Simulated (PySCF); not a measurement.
```xyz
3
charge 0 multiplicity 1, angstrom
Pt   -0.8394    0.0000   -0.3171
N    -2.5121    0.0000   -0.2575
I     1.5615    0.0000    0.4050
```

Level of theory: PBE0 in PySCF with Pt def2-TZVP with ECP60, N def2-TZVP, I def2-TZVP with ECP28; scalar-relativistic core potentials, no spin–orbit coupling; density-fitted integrals.

This geometry of IPtN is a stationary point at this level.

What is the point group?

Cs.

Is it a minimum?

Yes: all harmonic wavenumbers are real.

List the harmonic modes with their infrared intensities.


| symmetry | ω (cm⁻¹) | IR (km/mol) |
| --- | --- | --- |
| a' | 67 | 0.2 |
| a' | 216 | 12.2 |
| a' | 1062 | 28.8 |

What are the dipole moment and the gap between the highest occupied and lowest empty levels?

0.97 D and 3.07 eV.

Give the ideal-gas entropy at 298.15 K and 1 bar by parts.

translation 181.4, rotation 106.3, vibration 26.4, spin 0.0; total 314.1 J/(mol K).

Stability towards spin polarisation was not tested. This need not be the most stable arrangement of these atoms. No spin–orbit coupling is included, which matters more the heavier the element.
